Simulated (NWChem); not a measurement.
System: CH$_{5}$NOSi$_{2}$; SMILES [SiH3]C1=N[SiH2]O1

NWChem printed, in part:

```
             Northwest Computational Chemistry Package (NWChem) 7.3.0
             --------------------------------------------------------

                             Geometry "geometry" -> ""
                             -------------------------

 Output coordinates in angstroms (scale by  1.889725989 to convert to a.u.)

  No.       Tag          Charge          X              Y              Z
 ---- ---------------- ---------- -------------- -------------- --------------
    1 Si                  14.0000     0.01874800     2.13803000    -0.00166500
    2 C                    6.0000     0.11822700     0.22683100     0.04682800
    3 N                    7.0000     1.08404900    -0.52119100     0.50364500
    4 Si                  14.0000     0.01247400    -1.86726500    -0.00144400
    5 O                    8.0000    -0.97664000    -0.48003500    -0.46978400
    6 H                    1.0000    -1.18537700     2.57215400     0.78423500
    7 H                    1.0000     1.27309100     2.70353500     0.59019000
    8 H                    1.0000    -0.13916600     2.57041200    -1.43139400
    9 H                    1.0000     0.43897600    -2.70606400    -1.16746000
   10 H                    1.0000    -0.61776100    -2.70425700     1.06969100

 Effective nuclear repulsion energy (a.u.)     271.2616706656

  xc_inp: hfexch multiplicative factor not found.

                                 NWChem DFT Module
                                 -----------------

 Summary of "ao basis" -> "ao basis" (spherical)
 ------------------------------------------------------------------------------
       Tag                 Description            Shells   Functions and Types
 ---------------- ------------------------------  ------  ---------------------
 Si                          6-31g*                  8       18   4s3p1d
 C                           6-31g*                  6       14   3s2p1d
 N                           6-31g*                  6       14   3s2p1d
 O                           6-31g*                  6       14   3s2p1d
 H                           6-31g*                  2        2   2s

            General Information
            -------------------
          SCF calculation type: DFT
          Wavefunction type:  closed shell.
          No. of atoms     :    10
          No. of electrons :    54
           Alpha electrons :    27
            Beta electrons :    27
          Charge           :     0
          Spin multiplicity:     1
          Use of symmetry is: off; symmetry adaption is: off
          Maximum number of iterations: 150
          AO basis - number of functions:    88
                     number of shells:    44
          Convergence on energy requested:  1.00D-06
          Convergence on density requested:  1.00D-05
          Convergence on gradient requested:  5.00D-04

              XC Information
              --------------
                     Hartree-Fock (Exact) Exchange  1.000

      Superposition of Atomic Density Guess
      -------------------------------------

 Sum of atomic energies:        -746.83412236

      Non-variational initial energy
      ------------------------------

 Total energy =    -748.818313
 1-e energy   =   -1571.251525
 2-e energy   =     551.171542
 HOMO         =      -0.324197
 LUMO         =      -0.004806

     ---------------------------------------------
      Total Density - Mulliken Population Analysis
     ---------------------------------------------

    Atom       Charge   Shell Charges
 -----------   ------   -------------------------------------------------------
    1 Si  14    13.61   2.00  2.00  5.97  0.99  1.70  0.31  0.54  0.11
    2 C    6     5.32   2.00  0.70  1.48  0.53  0.53  0.08
    3 N    7     7.95   2.00  0.87  2.52  0.95  1.58  0.03
    4 Si  14    12.97   2.00  2.00  5.97  0.92  1.32  0.28  0.30  0.19
    5 O    8     8.87   2.00  0.94  3.03  0.96  1.92  0.02
    6 H    1     1.05   0.46  0.58
    7 H    1     1.05   0.46  0.59
    8 H    1     1.05   0.46  0.58
    9 H    1     1.07   0.46  0.60
   10 H    1     1.07   0.46  0.60

   convergence    iter        energy       DeltaE   RMS-Dens  Diis-err
 ---------------- ----- ----------------- --------- --------- ---------
 d= 0,ls=0.0,diis     1   -747.7940236827 -1.02D+03  8.98D-03  8.18D-01
 d= 0,ls=0.0,diis     2   -747.8781873988 -8.42D-02  3.73D-03  3.05D-01
 d= 0,ls=0.0,diis     3   -747.9101519938 -3.20D-02  1.33D-03  7.91D-03
 d= 0,ls=0.0,diis     4   -747.9121065651 -1.95D-03  3.72D-04  1.13D-03
 d= 0,ls=0.0,diis     5   -747.9122897600 -1.83D-04  1.67D-04  1.31D-04
  Resetting Diis
 d= 0,ls=0.0,diis     6   -747.9123314555 -4.17D-05  1.13D-04  3.98D-05
 d= 0,ls=0.0,diis     7   -747.9123449333 -1.35D-05  2.93D-05  4.86D-06
 d= 0,ls=0.0,diis     8   -747.9123465779 -1.64D-06  1.80D-05  1.32D-06
 d= 0,ls=0.0,diis     9   -747.9123472020 -6.24D-07  2.25D-05  7.47D-07
 d= 0,ls=0.0,diis    10   -747.9123475157 -3.14D-07  1.41D-06  2.15D-08

         Total DFT energy =     -747.912347515722
      One electron energy =    -1573.453985685475
           Coulomb energy =      616.865053908421
    Exchange-Corr. energy =      -62.585086404270
 Nuclear repulsion energy =      271.261670665601

 Numeric. integr. density =        0.000000000000

                       DFT Final Molecular Orbital Analysis
                       ------------------------------------

 Vector   25  Occ=2.000000D+00  E=-4.726679D-01
              MO Center=  1.4D-01, -4.1D-02,  5.7D-02, r^2= 3.5D+00
   Bfn.  Coefficient  Atom+Function         Bfn.  Coefficient  Atom+Function
  ----- ------------  ---------------      ----- ------------  ---------------
    68     -0.292389   5 O  py               35      0.282113   3 N  px
    22      0.269526   2 C  py               72     -0.224192   5 O  py
     8     -0.207086   1 Si py               67      0.201610   5 O  px
    39      0.186048   3 N  px               71      0.168170   5 O  px
    26      0.163893   2 C  py               82     -0.142977   7 H  s

 Vector   26  Occ=2.000000D+00  E=-4.110591D-01
              MO Center=  5.1D-01, -2.8D-01,  2.3D-01, r^2= 2.9D+00
   Bfn.  Coefficient  Atom+Function         Bfn.  Coefficient  Atom+Function
  ----- ------------  ---------------      ----- ------------  ---------------
    36      0.305657   3 N  py               35      0.278279   3 N  px
    39      0.225563   3 N  px               40      0.215398   3 N  py
    54     -0.214329   4 Si py               67      0.210494   5 O  px
     8      0.204905   1 Si py               71      0.183697   5 O  px
    22     -0.173266   2 C  py               53     -0.148328   4 Si px

 Vector   27  Occ=2.000000D+00  E=-4.084573D-01
              MO Center=  3.4D-01, -3.6D-01,  1.5D-01, r^2= 2.2D+00
   Bfn.  Coefficient  Atom+Function         Bfn.  Coefficient  Atom+Function
  ----- ------------  ---------------      ----- ------------  ---------------
    37      0.372659   3 N  pz               41      0.324049   3 N  pz
    69     -0.300762   5 O  pz               73     -0.278984   5 O  pz
    23      0.213624   2 C  pz               35     -0.176005   3 N  px
    27      0.153678   2 C  pz               39     -0.153050   3 N  px
    67      0.142089   5 O  px               71      0.131798   5 O  px

 Vector   28  Occ=0.000000D+00  E= 1.053868D-01
              MO Center=  4.4D-02, -2.0D+00,  1.3D-02, r^2= 4.7D+00
   Bfn.  Coefficient  Atom+Function         Bfn.  Coefficient  Atom+Function
  ----- ------------  ---------------      ----- ------------  ---------------
    57      0.885551   4 Si px               59      0.418476   4 Si pz
    38     -0.405876   3 N  s                70      0.400374   5 O  s
    53      0.252620   4 Si px               58     -0.225569   4 Si py
    82     -0.217764   7 H  s                40      0.207735   3 N  py
    11      0.199500   1 Si px               72     -0.174309   5 O  py

 Vector   29  Occ=0.000000D+00  E= 1.165757D-01
              MO Center=  3.0D-01,  5.3D-01,  1.3D-01, r^2= 3.9D+00
   Bfn.  Coefficient  Atom+Function         Bfn.  Coefficient  Atom+Function
  ----- ------------  ---------------      ----- ------------  ---------------
    13      0.607905   1 Si pz               80     -0.530718   6 H  s
    84      0.530637   8 H  s                27      0.404234   2 C  pz
    41     -0.328144   3 N  pz               59     -0.323073   4 Si pz
    23      0.297272   2 C  pz               86     -0.290091   9 H  s
    88      0.290085  10 H  s                11     -0.287167   1 Si px

 Vector   30  Occ=0.000000D+00  E= 1.454973D-01
              MO Center=  2.0D-02,  2.2D+00, -1.1D-03, r^2= 6.1D+00
   Bfn.  Coefficient  Atom+Function         Bfn.  Coefficient  Atom+Function
  ----- ------------  ---------------      ----- ------------  ---------------
    12      1.351910   1 Si py               24      1.010873   2 C  s
    26      0.379935   2 C  py               58     -0.369231   4 Si py
    80     -0.344160   6 H  s                84     -0.344170   8 H  s
    82     -0.225229   7 H  s                38      0.218286   3 N  s
    86     -0.206030   9 H  s                88     -0.206041  10 H  s

     ---------------------------------------------
      Total Density - Mulliken Population Analysis
     ---------------------------------------------

    Atom       Charge   Shell Charges
 -----------   ------   -------------------------------------------------------
    1 Si  14    13.31   2.00  2.00  5.98  0.94  1.83  0.17  0.21  0.19
    2 C    6     5.63   2.00  0.69  1.81  0.50  0.55  0.10
    3 N    7     7.67   2.00  0.79  2.30  1.00  1.54  0.04
    4 Si  14    12.94   2.00  2.00  5.98  0.89  1.55  0.13  0.11  0.29
    5 O    8     8.78   2.00  0.89  2.85  1.04  1.98  0.03
    6 H    1     1.13   0.49  0.63
    7 H    1     1.12   0.49  0.63
    8 H    1     1.13   0.49  0.63
    9 H    1     1.14   0.50  0.65
   10 H    1     1.14   0.50  0.65

     -------------------------------------------
      Total Density - Lowdin Population Analysis
     -------------------------------------------

    Atom       Charge   Shell Charges
 -----------   ------   -------------------------------------------------------
    1 Si  14    13.59   2.00  1.98  5.89  0.66  1.66  0.38  0.80  0.23
    2 C    6     5.96   1.99  0.54  1.65  0.41  1.16  0.21
    3 N    7     7.42   1.99  0.74  2.18  0.63  1.81  0.07
    4 Si  14    13.26   2.00  1.98  5.89  0.62  1.42  0.35  0.62  0.39
    5 O    8     8.46   1.99  0.87  2.74  0.71  2.10  0.05
    6 H    1     1.06   0.49  0.57
    7 H    1     1.06   0.49  0.56
    8 H    1     1.06   0.49  0.57
    9 H    1     1.07   0.50  0.57
   10 H    1     1.07   0.50  0.57

     Multipole analysis of the density
     ---------------------------------

     L   x y z        total         alpha         beta         nuclear
     -   - - -        -----         -----         ----         -------
     0   0 0 0     -0.000000    -27.000000    -27.000000     54.000000

     1   1 0 0     -0.207602     -0.757132     -0.757132      1.306662
     1   0 1 0     -0.284113     -0.235465     -0.235465      0.186816
     1   0 0 1     -0.097838      0.092861      0.092861     -0.283559

     2   2 0 0    -37.764601    -53.820310    -53.820310     69.876020
     2   1 1 0      0.149583     -1.191916     -1.191916      2.533416
     2   1 0 1     -1.848134    -12.302355    -12.302355     22.756576
     2   0 2 0    -27.591782   -285.252950   -285.252950    542.914117
     2   0 1 1      0.070365     -0.354566     -0.354566      0.779496
     2   0 0 2    -34.716429    -33.559863    -33.559863     32.403296

                     NWChem Electrostatic Potential Fit Module
                     -----------------------------------------

 Atom parameters

 Number of atoms is                                   10
 Number of basis functions is                         88

 Grid parameters

 Maximum number of grid points is                  45788
 Number of grid points is                          45787
 Grid range                                     0.300000 nm
 Grid spacing                                   0.020000 nm
 Probe radius                                   0.070000 nm
 Atom radius factor                             1.000000

 Atomic radii

    1    0.100000
    6    0.147000
    7    0.140000
    8    0.136000
   14    0.187000
 FASTESP  F
  using M.O. file = ./job.movecs

    Atom              Coordinates                           Charge

                                                  ESP

    1 Si    0.001875    0.213803   -0.000167    0.468266
    2 C     0.011823    0.022683    0.004683    0.565865
    3 N     0.108405   -0.052119    0.050365   -0.809242
    4 Si    0.001247   -0.186727   -0.000144    1.145456
    5 O    -0.097664   -0.048004   -0.046978   -0.657495
    6 H    -0.118538    0.257215    0.078424   -0.113009
    7 H     0.127309    0.270354    0.059019   -0.112671
    8 H    -0.013917    0.257041   -0.143139   -0.113133
    9 H     0.043898   -0.270606   -0.116746   -0.186830
   10 H    -0.061776   -0.270426    0.106969   -0.187208
                                            ------------
                                                0.000000

 Dipole moment                                  0.353284

 Quadrupole moment Qxx                        -12.386987
                   Qyy                         15.658578
                   Qzz                         -3.271591

 RMS deviation kJ/mol                           0.057452

 RRMS %                                        28.926993
```

Level: Hartree-Fock/6-31G* (spherical d). Structure relaxed at the PBE-D3(BJ)/def2-SVP level.

### Question
Which NWChem input produces such a log?

### Answer
This is not unique; one that fits is the input that was run:
```
start job
memory heap 200 mb stack 900 mb global 1100 mb
geometry units angstroms noautosym nocenter noautoz
  Si     0.018748     2.138030    -0.001665
  C      0.118227     0.226831     0.046828
  N      1.084049    -0.521191     0.503645
  Si     0.012474    -1.867265    -0.001444
  O     -0.976640    -0.480035    -0.469784
  H     -1.185377     2.572154     0.784235
  H      1.273091     2.703535     0.590190
  H     -0.139166     2.570412    -1.431394
  H      0.438976    -2.706064    -1.167460
  H     -0.617761    -2.704257     1.069691
end
basis spherical
  * library 6-31g*
end
dft
  xc hfexch
  iterations 150
  mulliken
end
task dft energy
esp
  recalculate
  probe 0.07
  range 0.3
  factor 1.0
  spacing 0.02
end
task esp
```
